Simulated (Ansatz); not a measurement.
`[CH3][SnH2][SiH2]Cl` → `[CH3][SnH]([SiH3])[Cl]`  (isomerisation)

Calculated with Ansatz (gas phase, PBE0-D4/def2-TZVP geometries, no zero-point term in ΔE). CCSD(T)/CBS adds triple-zeta CCSD(T) − MP2 to the extrapolated MP2 energy (def2 sets, frozen cores). Elements past krypton have def2 core potentials. For Sn outer-core shells are correlated without core-valence functions, which leaves a few kJ/mol of doubt a bond. Each species was taken in one conformer, which may not be the lowest.

```tsv
species	CCSD(T)/CBS(def2) energy (Eh)
`[CH3][SnH2][SiH2]Cl`	-1005.18836
`[CH3][SnH]([SiH3])[Cl]`	-1005.19396
```

(1) Work out ΔE.

Largest T1 diagnostic among the species: 0.011.

## Answers

(1) ΔE = (-1005.19396) − (-1005.18836) = -0.00560 Eh = -3.5 kcal/mol.

In def2-TZVPP, CCSD(T) changes the Hartree–Fock value by +2.2 kcal/mol (the triples alone add +0.1 kcal/mol) and MP2 by +2.3 kcal/mol.
